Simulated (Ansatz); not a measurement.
Ideal-gas functions of CF$_{6}$Si, SMILES `FC(F)(F)[Si](F)(F)F` at 298.15 K and 1 bar, from an Ansatz frequency run at PBE0-D4/def2-TZVP.

Molar mass 154.08 g/mol, point group C3v (symmetry number 3), electronic degeneracy 1, moments of inertia 213.326, 383.397, 383.399 u Å². Harmonic wavenumbers (cm⁻¹, unscaled): 35, 124, 124, 251, 251, 258, 351, 351, 489, 532, 532, 748, 870, 1022, 1022, 1158, 1159, 1264.

Use S(trans) = R[1.5 ln M + 2.5 ln T − 1.1517]; rotational temperatures θ = 24.2544 K / I; S(rot) = R[ln(√π/σ · √(T³/θAθBθC)) + 1.5]; for each mode x = 1.438777 ν̃/T, S = R[x/(eˣ − 1) − ln(1 − e⁻ˣ)] and H = RT x/(eˣ − 1); 1 cm⁻¹ = 0.0119627 kJ/mol; R = 8.31446 J/(mol·K).

Task: By hand: the entropy, in J/(mol·K).

Result: Translation 171.7. Rotation: θ = 0.1137, 0.0633, 0.0633 K, giving 111.1. Vibration, mode by mode: 23.11, 12.71, 12.71, 7.21, 7.21, 7.01, 4.86, 4.86, 2.87, 2.44, 2.44, 1.06, 0.66, 0.36, 0.36, 0.21, 0.20, 0.13, in all 90.4. Electronic 0.0. Sum 373.2 J/(mol·K).

Task: By hand: H − E and G − E in kJ/mol, counted from the electronic energy.

Result: Zero-point energy ½ × 10541 × 0.0119627 = 63.0; thermal vibration 14.0; translation, rotation and pV give 4 RT = 9.9. H − E = 86.9 kJ/mol, and G − E = 86.9 − 298.15 × 373.2/1000 = -24.4 kJ/mol.

Vibration gives 24 % of the entropy, 48.5 J/(mol·K) of it from the modes under 150 cm⁻¹: soft modes count most, and the harmonic formula is weakest for them.
